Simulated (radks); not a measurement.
The numbers below are computed, except where a source is named.
How relativity changes the ionisation of the beryllium ion Be2+ ([He]) to Be3+ (1s1). Spin-unpolarised spherical Kohn-Sham, BLYP, point nucleus unless stated (finite: rms radius 2.519 fm), a radial shooting solver on a logarithmic mesh with Libxc functionals. A level marked "c x" has the speed of light scaled by that factor.

| level | E(Be2+) (hartree) | E(Be3+) (hartree) | IE (eV) | HOMO | <r> HOMO (bohr) |
|---|---|---|---|---|---|
| non-rel. | -13.65003 | -7.79929 | 159.21 | 1s | 0.4174 |
| scalar-rel. | -13.65280 | -7.80096 | 159.24 | 1s | 0.4173 |
| scalar-rel., finite nucleus | -13.65279 | -7.80096 | 159.24 | 1s | 0.4173 |
| Dirac | -13.65280 | -7.80096 | 159.24 | 1s1/2 | 0.4173 |
| Dirac, finite nucleus | -13.65279 | -7.80096 | 159.24 | 1s1/2 | 0.4173 |
| Dirac, c x 0.75 | -13.65495 | -7.80226 | 159.26 | 1s1/2 | 0.4172 |
| Dirac, c x 0.85 | -13.65386 | -7.80160 | 159.25 | 1s1/2 | 0.4173 |
| Dirac, c x 3 | -13.65034 | -7.79947 | 159.21 | 1s1/2 | 0.4174 |

NIST Atomic Spectra Database: 153.90 eV (theoretical). The relativistic part of the total energy of Be2+ is -0.002767 hartree (Dirac, finite nucleus), 0.02 % of the non-relativistic value. Spin polarisation and multiplet splitting of open shells are left out at every level.

Beside tabulated values, note that spin-unpolarised runs miss the spin-polarisation part of the exchange energy of open shells.
